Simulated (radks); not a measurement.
The numbers below are computed, except where a source is named.
Question: Numerical settings for neutral terbium, [Xe] 4f9 6s2. Level of theory: scalar-relativistic Kohn-Sham, PBE, spin-unpolarised, spherical densities, point nucleus (a radial shooting solver on a logarithmic mesh with Libxc functionals). The defaults (mesh step 0.008 in ln r, mesh end at 40 bohr or more with all orbitals vanishing there, Anderson mixing 0.5 over 9 steps, residual threshold near 1e-9 with the energy settled to 1e-9 hartree or 1e-11 of itself, here a cap of 96 iterations) give E = -11708.9410 hartree and 4f at -3.031 eV in 16 iterations. Run on one thread of a shared host, so times are rough (Intel(R) Xeon(R) Platinum 8559C): 0.16 s of CPU time, 0.16 s wall, 16 iterations on 2728 mesh points. One setting is changed at a time: mesh step in ln r 0.12; mesh step in ln r 0.2; mesh step in ln r 0.005; mesh end (bohr) 5; mesh end (bohr) 20; residual threshold 1e-05; residual threshold 0.01; mixing 0.2; linear mixing, mixing 1; linear mixing, mixing 0.8; mixing history 2; iteration cap 3. Which runs fail to converge, and which converge to a wrong energy?

Answer: Not converged within the cap: mesh step in ln r 0.12; mesh step in ln r 0.2; linear mixing, mixing 1; linear mixing, mixing 0.8; iteration cap 3. Settled on a wrong energy, with an occupied level pushed above zero by the early mesh end: mesh end (bohr) 5 (+0.302 hartree). Apart from these: no run marked as converged misses the energy by more than 1 mhartree.
